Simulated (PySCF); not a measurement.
## `CN[SiH]1O[SiH2]O[SiH2]O1`: 4 charge schemes on one density

CH9NO3Si3.
Numbering: `[CH3:1][NH:2][SiH:3]1[O:4][SiH2:5][O:6][SiH2:7][O:8]1` (hydrogens: H9, H10, H11 on C1; H12 on N2; H13 on Si3; H14, H15 on Si5; H16, H17 on Si7)

Structure used (GFN2-xTB), in Å, numbered top down from 1:
```xyz
17
CH9NO3Si3 angstrom
C      2.8903   -0.2033    0.0207
N      1.6215   -0.7667   -0.3764
Si     0.2840    0.2238   -0.7626
O     -0.0851    1.1016    0.5548
Si    -1.4701    1.1683    1.3982
O     -2.5605    0.1755    0.7173
Si    -2.4223   -0.8725   -0.5165
O     -0.9285   -0.7929   -1.1378
H      3.4677   -0.9384    0.5828
H      3.4852    0.1299   -0.8362
H      2.6966    0.6561    0.6567
H      1.7339   -1.6096   -0.9191
H      0.3755    1.1886   -1.8544
H     -1.9860    2.5201    1.2475
H     -1.1877    0.6592    2.7308
H     -2.5773   -2.2112    0.0291
H     -3.3442   -0.4166   -1.5449
```

Density: PBE0/pcSseg-1 (PySCF); schemes: Mulliken, IAO, Hirshfeld and ESP-fitted. The structure is a single GFN2-xTB conformer in the gas phase; no vibrational or solvent corrections.

Q: Atoms with like bonding are taken together and averaged. Do the Mulliken, IAO, Hirshfeld and ESP-fitted schemes agree on where the charge is lowest?

A: The schemes don't all agree: Mulliken O4/O8 and O6 (-0.743); IAO O6 (-0.894); Hirshfeld O6 (-0.310); ESP-fitted N2 (-0.662).

Q: For which atoms does the sign change between the 4 schemes (beyond +0.03 e in one, beyond −0.03 e in another)?

A: For none.

Q: Tabulate the Mulliken, IAO, Hirshfeld and ESP-fitted charges.

A: In e; atoms taken as equivalent share a row and are averaged (×n: the atom named and its like, n in all):

| atom | environment | Mulliken | IAO | Hirshfeld | ESP-fitted |
| --- | --- | --- | --- | --- | --- |
| C1 | N-methyl carbon | -0.104 | -0.299 | -0.067 | -0.115 |
| N2 | silicon-bound nitrogen | -0.673 | -0.691 | -0.248 | -0.662 |
| Si3 | oxygen-bound silicon | +1.160 | +1.399 | +0.480 | +0.965 |
| O4/O8 | siloxane oxygen | -0.743 | -0.893 | -0.308 | -0.564 |
| Si5/Si7 | oxygen-bound silicon | +1.029 | +1.220 | +0.466 | +0.803 |
| O6 | siloxane oxygen | -0.743 | -0.894 | -0.310 | -0.546 |
| H9/H10/H11 | methyl hydrogen | +0.113 | +0.139 | +0.042 | +0.082 |
| H12 | N–H hydrogen | +0.196 | +0.264 | +0.118 | +0.340 |
| H13 | Si–H hydrogen | -0.161 | -0.194 | -0.093 | -0.172 |
| H14/H17 | Si–H hydrogen | -0.146 | -0.164 | -0.081 | -0.136 |
| H15/H16 | Si–H hydrogen | -0.146 | -0.163 | -0.080 | -0.131 |

Mean size of the charges over all atoms: IAO 0.532 e, Mulliken 0.441 e, ESP-fitted 0.371 e, Hirshfeld 0.195 e. Each set sums to the total charge, 0, to within 0.001 e. The IAO scheme projects the occupied orbitals on a minimal set of polarised atomic orbitals and counts the electrons in each atom's part of it. The ESP scheme fits charges at the nuclei, held to the total charge, to the electrostatic potential on points at 1.4 to 2.0 times the van der Waals radii.

Some averages cover members that differ in this geometry: O4/O8, ESP-fitted -0.609 to -0.520; Si5/Si7, ESP-fitted +0.782 to +0.825; H9/H10/H11, ESP-fitted +0.060 to +0.095; H9/H10/H11, IAO +0.122 to +0.150 e.

Q: Sum the charges by element, for elements with more than one atom.

A: 
```json
{"element": "Si", "atoms": "3", "Mulliken": "+3.217", "IAO": "+3.839", "Hirshfeld": "+1.412", "ESP-fitted": "+2.571"}
{"element": "O", "atoms": "3", "Mulliken": "-2.229", "IAO": "-2.681", "Hirshfeld": "-0.926", "ESP-fitted": "-1.675"}
{"element": "H", "atoms": "9", "Mulliken": "-0.210", "IAO": "-0.168", "Hirshfeld": "-0.171", "ESP-fitted": "-0.119"}
```

Q: How many electrons does the ESP-fitted scheme count on N2?

A: Z − q = 7 − (-0.662) = 7.662.

Q: How closely do the schemes follow one another over all atoms?

A: Correlation coefficient and root-mean-square difference: Mulliken with IAO 1.00, 0.120 e; Mulliken with Hirshfeld 1.00, 0.333 e; IAO with Hirshfeld 1.00, 0.444 e; Mulliken with ESP-fitted 0.99, 0.127 e; Hirshfeld with ESP-fitted 0.99, 0.230 e; IAO with ESP-fitted 0.99, 0.234 e.
